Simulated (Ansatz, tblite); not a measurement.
Forces on the cluster Cu5H4 at its B3LYP-D4/def2-SVP geometry. Total charge 0; doublet.

The xTB rows come from tblite. No other spin state of charge 0 was run. The structure comes from a short search, and lower isomers may exist.

GFN1-xTB (tblite), largest force 0.48 eV/Å:

```xyz
9
positions Å, forces eV/Å
Cu    0.172    0.997    1.378   -0.143    0.143   -0.163
Cu    1.524    0.535   -0.556   -0.168    0.153   -0.127
Cu    0.005   -1.216   -1.205   -0.138    0.203   -0.091
Cu   -0.908    1.118   -0.902    0.130   -0.158    0.129
Cu   -1.349   -0.754    0.734   -0.090    0.187   -0.160
H    -1.323   -1.855   -0.483    0.376    0.182    0.219
H     1.442   -0.614   -1.725   -0.142   -0.049    0.452
H     1.602    1.515    0.759   -0.172   -0.447   -0.013
H    -1.163    0.274    2.001    0.347   -0.214   -0.245
```

GFN2-xTB (tblite), largest force 0.58 eV/Å:

```
Cu -0.217 0.453 -0.020
Cu 0.002 0.381 -0.332
Cu -0.242 0.115 -0.413
Cu -0.053 0.070 -0.054
Cu -0.439 0.182 -0.132
H 0.013 -0.560 0.143
H 0.437 -0.368 -0.048
H 0.460 -0.041 0.332
H 0.038 -0.231 0.523
```

PBE-D4/def2-TZVP (Ansatz), largest force 0.09 eV/Å:

```
Cu -0.022 -0.025 -0.061
Cu -0.067 -0.007 0.005
Cu -0.013 0.070 0.051
Cu 0.036 -0.043 0.036
Cu 0.055 0.047 -0.049
H -0.019 -0.036 -0.005
H 0.022 -0.016 -0.022
H 0.023 0.014 0.014
H -0.015 -0.003 0.032
```
